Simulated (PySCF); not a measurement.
benzoquinone (C₆H₄O₂), SMILES O=C1C=CC(=O)C=C1.

Coordinates come from a PBE0-D3(BJ)/def2-SVP optimisation.

Two levels are set side by side: PBE/def2-TZVP (PySCF) and PBE0/def2-TZVP (PySCF). Same geometry, gas phase. Differences are taken from unrounded values.

```
quantity                      PBE0    PBE  PBE minus PBE0
---------------------------  -----  -----  --------------
orbital gap (eV)              4.28   1.78           -2.50
highest occupied level (eV)  -7.94  -6.29            1.65
lowest empty level (eV)      -3.66  -4.51           -0.85
```

PBE's occupied levels lie high since its potential decays too fast outside the molecule; exact exchange lowers them and widens the gap. Differences between two approximate levels are no errors against the true value.

Rough cost on one machine, each run with all the roots and properties that it gave: PBE0 against PBE within a factor of 2.
